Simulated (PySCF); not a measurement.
# MoO₂(OH)₂, singlet: structure and spectrum

Computed with PySCF, PBE, basis Mo def2-SVP with ECP28, O def2-SVP, H def2-SVP (scalar-relativistic core potentials, no spin–orbit coupling, density fitting).

The structure is a minimum.

```json
{
 "Point group": "C2",
 "Bond lengths": "Mo–O 1.699 Å (×2), Mo–O 1.887 Å (×2), O–H 0.976 Å (×2)",
 "Bond angles": "H–O–Mo 122.4° (×2), O–Mo–O 108.4° (×2), O–Mo–O 109.4°, O–Mo–O 110.1° (×2), O–Mo–O 110.5°",
 "Rotational constants": "0.1264, 0.1136, 0.1077 cm⁻¹",
 "Enthalpy at 298.15 K above 0 K": "20.33 kJ/mol",
 "Heat capacity Cp at 298.15 K": "102.9 J/(mol K)",
 "Lowest empty level": "-3.00 eV",
 "Dipole moment": "2.71 D",
 "Atomisation energy without zero-point energy": "3220 kJ/mol",
 "Principal quadrupole moments (Buckingham, traceless) about the centre of mass": "-9.95, -3.95, 13.89 D Å",
 "Rotational symmetry number": "2",
 "Zero-point energy": "83.1 kJ/mol",
 "Entropy at 298.15 K and 1 bar": "334.6 J/(mol K)",
 "Principal polarisabilities": "42.6, 43.1, 49.5 bohr³",
 "Highest occupied level": "-7.38 eV"
}
```

Harmonic modes (masses in u: Mo 97.905, O 15.995, H 1.008):
| symmetry | ω (cm⁻¹) | IR (km/mol) |
| --- | --- | --- |
| a | 188 | 35.8 |
| a | 220 | 34.3 |
| b | 223 | 43.1 |
| b | 263 | 0.8 |
| a | 266 | 13.7 |
| b | 294 | 94.2 |
| a | 353 | 43.1 |
| b | 584 | 192 |
| a | 598 | 152 |
| a | 712 | 29.2 |
| b | 734 | 74.9 |
| b | 992 | 183 |
| a | 1003 | 73.1 |
| b | 3731 | 355 |
| a | 3736 | 59.3 |

In C2 the vibrations span 8a + 7b.

Charges (e):
```
atom  Mulliken  Löwdin  polar tensor  Mayer order to Mo1
 Mo1      0.95    0.18          2.10                   –
O2,3     -0.32   -0.11         -0.62                2.10
O4,5     -0.39   -0.11         -0.76                1.16
H6,7      0.23    0.13          0.34                0.03
```
Other Mayer orders above 0.3: O–H 0.92 (×2).

Mulliken populations on Mo1 (electrons outside its core potential): s 2.26, p 6.63, d 4.05, f 0.11.

Stability towards spin polarisation was not tested. This need not be the most stable arrangement of these atoms.

The final relaxation and frequency run took 3.1 min on 2 threads of a shared Arm Neoverse N1 host, with 97 basis functions and 24 gradients; the process peaked at 1.5 GiB.
